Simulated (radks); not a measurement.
Q: The mean radii <r> (bohr) of the occupied orbitals of an atom or ion are listed with their occupations. Calculated with a radial shooting solver on a logarithmic mesh with Libxc functionals: scalar-relativistic Kohn-Sham, exchange-only r2SCAN, spin-polarised, spherical densities, finite nucleus; meta-GGA in the generalised Kohn-Sham scheme; Fermi nuclear charge, rms radius of each element as measured or else 0.836 A^(1/3) + 0.57 fm.

| orbital | occ. | <r> |
|---|---|---|
| 1s up | 1 | 0.1306 |
| 1s down | 1 | 0.1306 |
| 2s up | 1 | 0.6935 |
| 2s down | 1 | 0.6938 |
| 2p up | 3 | 0.6873 |
| 2p down | 3 | 0.6843 |
| 3s up | 1 | 2.830 |

Name the element and its charge. Open shells, if any, are filled with parallel spins first.

A: Z = 12, magnesium, charge +1: Mg+ in [Ne] 3s1. The 1s radius gives Z: for a bare nucleus <r> = (2 gamma + 1)/(2Z) with gamma = sqrt(1 - (Z/c)^2), 0.1247 bohr for Z = 12, and screening makes it slightly larger (0.1306 here). The occupations add up to 11, and the charge is Z minus that.
